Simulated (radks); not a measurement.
Values are calculated unless marked as measured or tabulated.
Spherical jellium clusters: N electrons in a uniform positive sphere of charge N and radius rs N^(1/3), rs = 2.26 bohr. Level of theory: non-relativistic Kohn-Sham, LDA (Slater exchange, Perdew-Wang correlation), spin-polarised, spherical densities (a radial shooting solver with Libxc functionals). Levels are named by radial order and angular momentum (1s, 1p, 1d, 2s, ...), and open shells are averaged over m.

N = 20, configuration 1s2 1p6 1d10 2s2. This is the lowest configuration that the search found. Occupied and some empty levels:

| level | occupation | eigenvalue (eV) | <r> (bohr) |
|---|---|---|---|
| 1s | 2 | -10.360 | 3.784 |
| 1p | 6 | -7.8996 | 4.624 |
| 1d | 10 | -4.9931 | 5.334 |
| 2s | 2 | -4.1060 | 4.992 |
| 1f | 0 | -1.8827 | 6.195 |
| 2p | 0 | -1.4542 | 7.178 |

Energy (eV): total -17.2951, kinetic 91.785, external -2049.3, Hartree 990.16, exchange-correlation -114.51, background 1064.6. Static polarisability (adiabatic kernel): 403.5 bohr^3, against R^3 = 230.9 for a classical metal sphere.
